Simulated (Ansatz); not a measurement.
Program: Ansatz 0.2.0.

A structure relaxed at PBE0-D4/def2-TZVP, charge 0, multiplicity 1:

```json
{"atom": "N1", "x (Å)": "-0.015", "y (Å)": "1.948", "z (Å)": "1.836"}
{"atom": "C2", "x (Å)": "-0.443", "y (Å)": "0.891", "z (Å)": "1.331"}
{"atom": "F3", "x (Å)": "-1.780", "y (Å)": "0.708", "z (Å)": "1.333"}
{"atom": "Si4", "x (Å)": "0.463", "y (Å)": "-0.557", "z (Å)": "0.493"}
{"atom": "Ge5", "x (Å)": "-0.210", "y (Å)": "-0.703", "z (Å)": "-1.785"}
{"atom": "H6", "x (Å)": "0.999", "y (Å)": "1.990", "z (Å)": "1.787"}
{"atom": "H7", "x (Å)": "1.915", "y (Å)": "-0.267", "z (Å)": "0.624"}
{"atom": "H8", "x (Å)": "0.128", "y (Å)": "-1.803", "z (Å)": "1.228"}
{"atom": "H9", "x (Å)": "-1.722", "y (Å)": "-0.945", "z (Å)": "-1.868"}
{"atom": "H10", "x (Å)": "0.138", "y (Å)": "0.604", "z (Å)": "-2.513"}
{"atom": "H11", "x (Å)": "0.527", "y (Å)": "-1.866", "z (Å)": "-2.467"}
```

Q: Give its formula and SMILES.

A: CH6FGeNSi, `N=C(F)[SiH2][GeH3]`.

Q: Summarise the bond lengths by kind.

A: 1 × C–N 1.248 Å; 1 × H–N 1.016 Å; 1 × C–F 1.350 Å; 1 × C–Si 1.902 Å; 1 × Ge–Si 2.380 Å; 2 × H–Si 1.485 to 1.486 Å; 3 × Ge–H 1.534 to 1.537 Å.
